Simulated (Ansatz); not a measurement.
Reaction (hydrogenolysis of a C–O bond): `O[CH2][InH][Br]` + H₂ → `[CH3][InH][Br]` + H₂O

Program: Ansatz. Geometries: PBE0-D4/def2-TZVP. ΔE: electronic, gas phase. CBS: MP2 limit from def2 TZ/QZ plus the TZ coupled-cluster correction, frozen cores. This one scheme is used for every species. DFT in def2-TZVPP. def2 core potentials past Kr. For Br, In outer-core shells are correlated without core-valence functions, which leaves a few kJ/mol of doubt a bond. Scalar relativity is left out up to krypton. Each species was taken in one conformer, which may not be the lowest.

Task: Is it downhill or uphill in electronic energy at CCSD(T)/CBS, and by how much? (Estimate.)

Result: Computed: Downhill: ΔE = -135.0 kJ/mol.

Task: What do these levels give: PBE-D4, B97M-V, r2SCAN0-D4, BHLYP-D4, ωB97M-V, PBE? (Estimate.)

Result: Computed: PBE-D4 -115.1, B97M-V -129.3, r2SCAN0-D4 -131.6, BHLYP-D4 -133.9, ωB97M-V -130.2, PBE -119.2 kJ/mol.

Largest T1 diagnostic among the species: 0.012.

The D4 term adds +6.7 kJ/mol with B3LYP and +3.4 kJ/mol with PBE0; it sums over pairs of atoms, weighted by their polarisabilities, and B3LYP, whose exchange is more repulsive, gets the larger term. Leaving LDA and LC-ωPBE aside and taking each functional with its dispersion term where it has one, the values, not all of them listed here, spread over 26.2 kJ/mol, from PBE-QIDH to revPBE-D4. LDA lies +8.7 kJ/mol from PBE without D4. From PBE to PBE0 (25 % exact exchange), in def2-TZVPP and without D4, ΔE moves by −11.8 kJ/mol.

B3LYP here is the variant with VWN-RPA as its local correlation; programs differ in this.
